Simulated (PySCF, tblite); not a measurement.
Compound: C4H13FN2Si2.
Cartesian coordinates in Å at the GFN2-xTB level; atoms count from 1:
```
atom  x, y, z in Å
F1    -2.302   -2.412    1.730
Si2   -2.143   -0.811    1.695
N3    -1.156   -0.562    0.328
C4    -0.665    0.689   -0.156
C5    -1.059    1.038   -1.609
C6     0.391    0.815   -2.066
C7     0.838    0.680   -0.597
N8     1.633   -0.459   -0.269
Si9    2.451   -0.617    1.238
H10   -1.478   -0.421    2.930
H11   -3.505   -0.297    1.575
H12   -1.010   -1.323   -0.318
H13   -0.910    1.452    0.583
H14   -1.401    2.063   -1.728
H15   -1.797    0.366   -2.044
H16    0.845    1.633   -2.618
H17    0.531   -0.108   -2.627
H18    1.359    1.567   -0.232
H19    1.252   -1.304   -0.669
H20    1.601   -0.639    2.437
H21    3.339    0.546    1.314
H22    3.177   -1.877    1.105
```

Jobs on this species (22 atoms, 88 electrons) with PySCF (density fitting) and tblite. Hardware of each: Arm Neoverse N1, one thread (shared host). Other jobs ran on the host; a repeat could differ by tens of per cent or more.

```tsv
level and settings	work	basis functions	SCF cycles	wall time
GFN2-xTB	L-BFGS relaxation	–	–	?
GFN2-xTB	Hessian by finite differences	–	–	1.9 s
PBE0/pcSseg-1	shieldings, ring-centre shieldings, charges and field gradients	232	13	97 s
```

Q: Fill in the missing figures.

A: 
- GFN2-xTB; L-BFGS relaxation: 1.8 s

Q: What do all jobs in the table cost together?

A: About 1.7 min; the longest takes about 96 % of that, and about 54 times as long as the shortest.
